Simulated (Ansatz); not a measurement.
Reaction (ligand exchange at the Al–C bond): `[BH2][AlH][CH3]` + `C[SiH2]O` → `[BH2][AlH][O][SiH2]C` + CH₄

Computed with Ansatz on PBE0-D4/def2-TZVP structures; ΔE is electronic, products minus reactants. CCSD(T)/CBS adds triple-zeta CCSD(T) − MP2 to the extrapolated MP2 energy (def2 sets, frozen cores). This one scheme is used for every species. DFT in def2-TZVPP. Each species was taken in one conformer, which may not be the lowest.

```json
{"species": "`[BH2][AlH][CH3]`", "r2SCAN-D4 energy (Eh)": "-308.89058"}
{"species": "`C[SiH2]O`", "r2SCAN-D4 energy (Eh)": "-406.45449"}
{"species": "`[BH2][AlH][O][SiH2]C`", "r2SCAN-D4 energy (Eh)": "-674.90911"}
{"species": "CH₄", "r2SCAN-D4 energy (Eh)": "-40.50108"}
```

(1) Work out ΔE.

Largest T1 diagnostic among the species: 0.011.

## Answers

(1) ΔE = (-674.90911) + (-40.50108) − (-308.89058) − (-406.45449) = -0.06512 Eh = -1.77 eV. CCSD(T)/CBS gives -1.79 eV.

The D4 term adds −0.03 eV with B3LYP and −0.02 eV with PBE0; it sums over pairs of atoms, weighted by their polarisabilities, and B3LYP, whose exchange is more repulsive, gets the larger term. From PBE to PBE0 (25 % exact exchange), in def2-TZVPP and without D4, ΔE moves by −0.06 eV.

B3LYP here is the variant with VWN-RPA as its local correlation; programs differ in this.
